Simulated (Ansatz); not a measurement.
C₁₂H₁₄F₂I₃NO₅S⁺, that is tetramethylammonium triiodophenyl difluorosulfonate ester with one electron fewer. Total charge 1; doublet. Geometry PBE-D4/def2-SVP, that of the neutral singlet; atoms count from 1.

```xyz
38

C     3.045    0.518    2.099
N     3.134   -0.662    1.167
C     4.014   -1.720    1.751
C     3.708   -0.199   -0.148
C     1.745   -1.214    0.955
H     4.052    0.958    2.209
H     2.323    1.238    1.657
H     2.672    0.163    3.078
H     3.586   -2.061    2.712
H     4.071   -2.569    1.046
H     5.024   -1.302    1.917
H     3.109    0.656   -0.537
H     4.750    0.124    0.029
H     3.687   -1.046   -0.856
H     1.088   -0.375    0.655
H     1.394   -1.645    1.911
H     1.780   -1.990    0.171
O    -1.065   -0.840   -0.647
C    -1.076    0.171   -1.308
O    -2.192    0.910   -1.600
C    -3.406    0.434   -1.144
C    -3.966    0.947    0.043
I    -2.893    2.390    1.138
C    -5.228    0.514    0.481
C    -5.919   -0.442   -0.278
I    -7.823   -1.103    0.377
C    -5.386   -0.966   -1.466
C    -4.125   -0.519   -1.889
I    -3.314   -1.265   -3.693
C     0.161    0.851   -1.892
F    -0.070    1.369   -3.115
F     1.143   -0.097   -1.999
S     0.799    2.233   -0.716
O     0.578    1.592    0.641
O    -0.054    3.401   -1.013
O     2.251    2.331   -1.083
H    -5.657    0.923    1.404
H    -5.939   -1.707   -2.057
```

In the def2 sets I takes a core potential; there is no spin–orbit coupling. Single mean-field runs in def2-TZVP are fitted with def2-universal-jkfit.

Question: Estimate the Mulliken populations of the heavy atoms from the PBE0/def2-TZVP orbitals of Ansatz.

Answer: 
```
atom  charge (e)  spin (α − β)
  C1       -0.31          0.00
  N2        0.05          0.00
  C3       -0.30          0.00
  C4       -0.31          0.00
  C5       -0.31          0.00
 O18       -0.28          0.00
 C19        0.25          0.00
 O20       -0.20          0.01
 C21        0.14          0.13
 C22        0.10          0.03
 I23        0.31          0.32
 C24       -0.35         -0.01
 C25        0.21          0.01
 I26        0.16          0.14
 C27       -0.30          0.20
 C28        0.12         -0.07
 I29        0.10          0.00
 C30        0.27          0.00
 F31       -0.13          0.00
 F32       -0.16          0.00
 S33        0.83         -0.04
 O34       -0.51          0.11
 O35       -0.40          0.09
 O36       -0.43          0.10
```
Mulliken values depend strongly on the basis.

Question: Where does the spin sit?

Answer: Summed by element: C 0.29, N 0.00, H -0.01, O 0.31, I 0.46, F 0.00, S -0.04, of 1 unpaired in all. Largest on single atoms: I23 0.32, C27 0.20, I26 0.14.

Question: And the Mayer bond orders between heavy atoms (over 0.3)?

Answer: C1–N2 0.93 (1.51 Å); N2–C3 0.94 (1.50 Å); N2–C4 0.93 (1.51 Å); N2–C5 0.93 (1.51 Å); O18–C19 2.03 (1.21 Å); C19–O20 1.07 (1.37 Å); C19–C30 0.93 (1.53 Å); O20–C21 0.99 (1.38 Å); C21–C22 1.26 (1.41 Å); C21–C28 1.35 (1.41 Å); C22–I23 1.14 (2.10 Å); C22–C24 1.35 (1.40 Å); C24–C25 1.39 (1.40 Å); C25–I26 1.03 (2.12 Å); C25–C27 1.27 (1.40 Å); C27–C28 1.36 (1.40 Å); C28–I29 1.06 (2.11 Å); C30–F31 1.15 (1.35 Å); C30–F32 1.07 (1.37 Å); C30–S33 0.80 (1.92 Å); S33–O34 1.51 (1.52 Å); S33–O35 1.80 (1.48 Å); S33–O36 1.67 (1.50 Å).
